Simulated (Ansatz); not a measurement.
trans-[TiF2(H2O)4]+ (TiO4F2H8⁺), relaxed as a doublet with UKS B3LYP-D4/def2-SVP in Ansatz, starting from the GFN2-xTB geometry. Force threshold 0.02 eV/Å.

The relaxation made no stability test and no search for a lower SCF solution. No other spin state of charge 1 was run.

Start:

```xyz
15

F    -0.268   -1.067    1.319
F     0.271    1.065   -1.320
O     1.880    0.538    0.809
O    -1.879   -0.527   -0.823
O    -0.918    1.567    1.086
O     0.913   -1.580   -1.075
Ti    0.000    0.000   -0.001
H     2.508    0.807    0.117
H     2.287   -0.183    1.319
H    -2.246    0.200   -1.354
H    -2.533   -0.759   -0.143
H    -0.555    2.438    0.852
H    -0.814    1.447    2.046
H     0.786   -1.501   -2.036
H     0.568   -2.445   -0.795
```

Problem. Estimate the energy that the relaxation releases and the steps that it takes.

Solution. 38.7 kJ/mol, in 5 steps; 18 s on 4 threads of Intel Xeon 6975P-C on a shared host. No frequencies were taken in this run, so the end may be a saddle point.

Problem. Does the start keep its bonding?

Solution. By distances, no bond broke or formed. The bond that changes most is F1–Ti7, from 1.72 to 1.80 Å (atoms count from 1).

Problem. Predict the relaxed structure.

Solution. 
```xyz
15

F    -0.284   -1.113    1.382
F     0.284    1.113   -1.382
O     1.975    0.498    0.796
O    -1.973   -0.487   -0.810
O    -0.877    1.640    1.151
O     0.875   -1.651   -1.138
Ti    0.000    0.000    0.000
H     2.648    0.835    0.184
H     2.416   -0.136    1.383
H    -2.394    0.148   -1.409
H    -2.660   -0.809   -0.206
H    -0.631    2.551    0.928
H    -0.882    1.574    2.118
H     0.869   -1.607   -2.107
H     0.634   -2.557   -0.892
```
Bond lengths: 4 × O–Ti 2.19 Å; 2 × F–Ti 1.80 Å; 8 × H–O 0.97 Å.
